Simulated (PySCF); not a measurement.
Reading a saddle point

A first-order saddle point of SiNH$_{3}$F$_{2}$, closed shell, PBE0-D4/def2-TZVP, with one imaginary mode of 1533i cm⁻¹:

Si1  (-0.974, -0.258, -0.027)
N2  (0.845, 0.016, -0.148)
H3  (0.230, -1.131, -0.670)
F4  (-1.143, -0.323, 1.567)
F5  (-1.648, 1.127, -0.469)
H6  (1.468, -0.006, 0.654)
H7  (1.223, 0.574, -0.907)
(Å)

PySCF 2.14 with density fitting (its default auxiliary sets; JK sets also for MP2 and CCSD(T)); basis: def2-TZVPP and def2-QZVPP; cores frozen in the correlated methods. Extrapolation: Hartree–Fock as exp(−7.88 √X), correlation as X^−2.97.

Task: Which contacts change along the imaginary mode, and what lies on either side? (A judgement: the text doesn't fix the answer.)

Result: Computed: The step is SiNH₃F₂ ([NH2][SiH]([F])[F]) → SiF₂ + NH₃ (still joined by a long Si–N bond), with the molecules in contact on both sides. Shortening one way: N2–H3; lengthening the same way: Si1–N2, Si1–H3.
```csv
pair,one side (Å),saddle (Å),other side (Å)
N2–H3,2.70,1.40,1.01
Si1–N2,1.68,1.84,2.09
Si1–H3,1.47,1.62,2.64
```

Task: Which side is lower, and how far does the saddle lie above each? (To be estimated.)

Result: By the calculation: The side with Si1–N2, Si1–H3 short is lower by 34.39 kcal/mol; the saddle lies 77.77 kcal/mol above it and 43.38 kcal/mol above the other (CCSD(T) at an estimated basis limit (MP2 extrapolated from triple and quadruple zeta, plus CCSD(T) − MP2 in triple zeta); electronic energies).

No T1 diagnostic of these runs exceeds 0.015. The restricted Hartree–Fock reference is unstable towards an unrestricted one at one or more of these structures. The start structure is not quite a true minimum (one mode of 67i cm⁻¹).

Losses and insertions of silylenes and their heavier kin drive the gas-phase chemistry of silicon and germanium vapour deposition.

Labels in which every atom is bracketed show which atoms are joined, not bond orders.

For scale, one of the runs: CCSD(T)/def2-TZVPP, 177 basis functions, launched by `OMP_NUM_THREADS=4 python run.py`. Hardware: 4 CPU threads of an Intel Xeon 6975P-C, shared host. Wall time 2.3 min; peak host memory 2 GiB.
